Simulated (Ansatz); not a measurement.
F6Re (SMILES [F][Re]([F])([F])([F])([F])[F]), doublet, geometry from GFN2-xTB (such geometries of metal compounds can be far from the true shape) (the multiplicity is a formal guess) (core potentials on Re); PBE0/def2-SVP in Ansatz (an electronic-structure program).

The Ansatz input:
Ansatz 0.2 input:
```yaml
crystal:
  periodic: [false, false, false]
  atoms:
    - {symbol: Re, position_ang: [0.00000000, -0.00000000, 0.00000000]}
    - {symbol: F, position_ang: [1.10905314, -0.46150799, -1.35505160]}
    - {symbol: F, position_ang: [-1.10905314, 0.46150799, 1.35505160]}
    - {symbol: F, position_ang: [-1.11122240, 0.75995228, -1.16831620]}
    - {symbol: F, position_ang: [-0.88020309, -1.57166272, -0.18512734]}
    - {symbol: F, position_ang: [0.88020309, 1.57166272, 0.18512734]}
    - {symbol: F, position_ang: [1.11122240, -0.75995228, 1.16831620]}
basis:
  gaussian:
    orbitals: def2-SVP
hamiltonian:
  xc: pbe0
magnetization: {spin_polarized: true, initial_magnetization: 1}
```

### Question
Write the output that Ansatz gives for this input, abridged.

### Answer

```
Functional definition: PBE0
1073 factors; integrals over basis functions are off by at most 9.7e-4 eV
mean field evaluation 1: about -18394.0790 eV, gradient 6.0e1 eV
mean field evaluation 2: about -18314.2884 eV, gradient 1.7e2 eV
mean field evaluation 4: about -18406.0052 eV, gradient 9.3e0 eV
mean field evaluation 8: about -18406.5454 eV, gradient 7.0e-1 eV
mean field evaluation 16: about -18406.5472 eV, gradient 6.0e-4 eV
mean field evaluation 32: about -18406.4494 eV, gradient 4.3e0 eV
mean field -18406.54722718 eV, -676.4281341931 hartree, gradient 3.9e-6 eV, S^2 0.752644; 2 other end points of the search recorded, 0 dependent functions left out
reference -18406.54727510 eV, -676.4281359541 hartree; 35, 34 occupied and 81, 82 virtual orbitals, 1073 factors
Total energy: -18406.54727510 eV, -676.4281359541 hartree
```
